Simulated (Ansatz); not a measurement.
C$_{2}$H$_{6}$, triplet, at the geometry of the source list (a higher spin typed on purpose: for a closed-shell molecule this is an excited state). Base run: HF/6-31G run with Ansatz (a quantum-chemistry and plane-wave program).

Geometry (Å):
```xyz
8

C     -0.7527     0.1048    -0.0134
C      0.7527    -0.1048     0.0134
H     -1.2199    -0.5590    -0.7375
H     -0.9928     1.1300    -0.2865
H     -1.1860    -0.0978     0.9636
H      0.9928    -1.1300     0.2865
H      1.2199     0.5590     0.7375
H      1.1860     0.0978    -0.9636
```
Charge 0, spin multiplicity 3.
Orbitals are unrestricted.
All else is at Ansatz's defaults.

Each row names what was changed in the base input (with any setting that the change needs).

| change | E (Eh) | SCF-reference <S^2> | core-seconds (rough) |
|---|---|---|---|
| base | -78.79011 | 2.008 | 0.7 |
| functional = lc_wpbe | -79.34435 | 2.003 | 4 |
| functional = b3lyp; dispersion = d3bj | -79.42867 | 2.002 | 4 |
| functional = b3lyp5 | -79.35847 | 2.002 | 7 |
| functional = cam_b3lyp | -79.34798 | 2.004 | 8 |
| functional = wB97X-V | -79.36126 | 2.003 | 40 |
| functional = B2PLYP | -79.25350 | 2.004 | 4 |
| functional = hse06 | -79.30289 | 2.003 | 8 |
| functional = pbe; dispersion = d3bj | -79.31399 | 2.001 | 5 |
| functional = B2GP-PLYP | -79.21419 | 2.005 | 3 |
| functional = pbe0; dispersion = d4 | -79.30971 | 2.003 | 6 |
| functional = BHLYP | -79.33477 | 2.004 | 7 |
| functional = PBE0-DH | -79.27108 | 2.004 | 4 |

Total energies compare only within one method and basis.
